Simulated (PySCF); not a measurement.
B(OH)(SeH)2 (BH3OSe2), SMILES OB([SeH])[SeH].

Geometry optimised at PBE0-D3(BJ)/def2-SVP. The structure was generated by enumeration, and PubChem lists no compound with its InChIKey, so it may never have been made. Other conformers were not sampled.

Computed with PBE/def2-TZVP run with PySCF.

Gas-phase values at a fixed geometry.

Computed frontier levels, gap, dipole moment and polarisability:
- highest occupied level: -5.86 eV
- lowest empty level: -1.33 eV
- orbital gap: 4.53 eV
- dipole moment: 1.94 D
- quadrupole, principal values (traceless, Buckingham form, about the centre of nuclear charge): -6.34, -6.09, 12.43 D·Å
- mean static polarisability: 72.9 bohr³ (10.80 Å³)
- polarisability, principal values: 53.1, 69.7, 95.9 bohr³
